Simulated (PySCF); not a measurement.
TDDFT excited states: C3H6F2O3S

Compound: C3H6F2O3S.
Z-matrix (Å and degrees, GFN2-xTB geometry), rows numbered from 1:
```
C 
S   1  1.8046
O   2  1.4341  1  109.64
O   2  1.4359  1  109.84  3   131.20
C   2  1.8511  1  104.68  3  -114.84
O   5  1.3995  2  110.02  1   -50.77
C   6  1.3616  5  117.34  2   -63.91
F   7  1.3452  6  108.73  5  -134.33
F   7  1.3513  6  109.63  5   110.84
H   1  1.0816  2  107.88  3    55.28
H   1  1.0831  2  106.80  3   -63.68
H   1  1.0816  2  108.79  3   177.04
H   5  1.0869  2  108.78  1    66.25
H   5  1.0933  2  107.01  1  -173.92
H   7  1.1008  6  115.17  5   -11.35
```

Level of theory: TDDFT PBE0/def2-SVPD, vertical, gas phase, core orbitals frozen in the response (PySCF 2.14.0, density-fitted response routines).

Task: What does the calculation give for the low-lying excited states?

Result: 

```tsv
state	E (eV)	λ (nm)	ν̃ (cm⁻¹)	f	main configurations (H = HOMO, L = LUMO)
S1	7.45	166.3	60130	0.031	H→L+1 (61%), H→L (33%)
S2	7.70	161.0	62110	0.030	H→L (64%), H→L+1 (34%)
S3	8.11	152.9	65420	0.011	H-1→L+1 (68%), H-1→L (25%)
S4	8.30	149.4	66950	0.0083	H→L+2 (75%), H-1→L (9%)
S5	8.32	148.9	67140	0.0029	H-1→L (62%), H-1→L+1 (22%), H→L+2 (12%)
S6	8.46	146.5	68250	0.102	H→L+3 (36%), H→L+4 (35%), H→L+5 (9%)
```

Triplets, Tamm–Dancoff:

```
state  E (eV)  λ (nm)  main configurations (H = HOMO, L = LUMO)
   T1    6.89   180.0                    H→L+1 (59%), H→L (32%)
   T2    7.56   163.9                    H→L (61%), H→L+1 (33%)
```

The lowest singlet comes at 166 nm (719 kJ/mol) in the vacuum ultraviolet; it is of moderate strength; its leading configuration is HOMO→LUMO+1 (61%). The strongest level in the table is S6 at 8.46 eV (147 nm, f = 0.102). It is the last of those listed, so stronger ones may follow. Löwdin shares by element: HOMO oxygen 57%, carbon 14% or more (atoms not listed hold the other 29%); LUMO carbon 26% or more, sulfur 18%, hydrogen 10% or more (atoms not listed hold the other 46%). Of the 6 states listed, 4 reach f = 0.01 and none stays under 0.0005. Orbital energies (eV): HOMO-3 -9.96, HOMO-2 -9.80, HOMO-1 -9.23, HOMO -8.63, LUMO 0.14, LUMO+1 0.33, LUMO+2 0.76. The listed states span 1.01 eV, and the widest gap between neighbours is 0.41 eV (S2 to S3). Singlets were solved by full linear response, triplets in the Tamm–Dancoff approximation.

Hardware: Intel Xeon Platinum 8488C, one thread, no GPU (shared host). Cost: 67 s of wall time, 1.0 GiB resident at most.

One conformer stands for the species.
